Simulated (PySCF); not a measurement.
How the method changes the constants of SbC

State: ²Σ⁺ (doublet), unpaired electrons σ ↑. Set-up: basis Sb aug-cc-pVDZ-PP with ECP28, C aug-cc-pVDZ; scalar-relativistic core potentials; PySCF 2.14. De refers to Sb + C in their high-spin ground configurations, without counterpoise correction. The functionals are run spin-unrestricted. A positive dipole means Sb(−)C(+). Levels whose curve was spin-contaminated or gave no clean fit are not listed.

| Level | Re (Å) | ωe (cm⁻¹) | De (eV) | μ (D) | CPU s a point (SCF and correlation, without the integrals) |
| --- | --- | --- | --- | --- | --- |
| ROHF | 1.847 | 976 | -0.309 | -2.17 | 0.16 |
| ROHF-MP2 | 1.933 | 796 | 3.34 | n/a | 0.31 |
| ROHF-SCS-MP2 | 1.929 | 802 | 3.10 | n/a | n/a |
| LDA | 1.880 | 866 | 4.69 | -2.26 | 0.64 |
| PBE | 1.900 | 836 | 3.83 | -2.29 | 1.1 |
| PBEsol | 1.891 | 851 | 4.11 | -2.23 | 0.55 |

**Question.** What does the gradient correction do here, going from LDA to PBE?

**Answer.** PBE less LDA: +2.0 pm in Re, -3.5 % in ωe, -0.86 eV in De. The gradient correction favours the more uneven density of free atoms, so it tends to lengthen bonds and takes away much of the overbinding of LDA; so it does here.

**Question.** What does second-order correlation do here, going from ROHF to ROHF-MP2?

**Answer.** ROHF-MP2 less ROHF: +8.6 pm in Re, -18.4 % in ωe, +3.65 eV in De. Correlation nearly always deepens the well. The bond lengthens, as in strong covalent bonds, where excitations into antibonding orbitals dominate.

Correlated steps freeze 5 core orbitals. Correlated levels converge slowly with the basis: in double zeta they bind strong bonds too weakly, by up to about 1 eV, and carry superposition errors of some tenths. These are scalar-relativistic numbers at best; spin–orbit coupling would shift them, the dissociation energy most. UHF is strongly spin-contaminated for SbC, so the ROHF reference used there is far from stable. A negative De means that the minimum lies above the separated atoms at that level. The state was picked by a PBE0 search and need not be the measured ground state.

The whole job (state search and all levels along the bond) took about 3.2 min on 1 thread of Arm Neoverse V1 (shared host), peak memory 0.78 GiB.
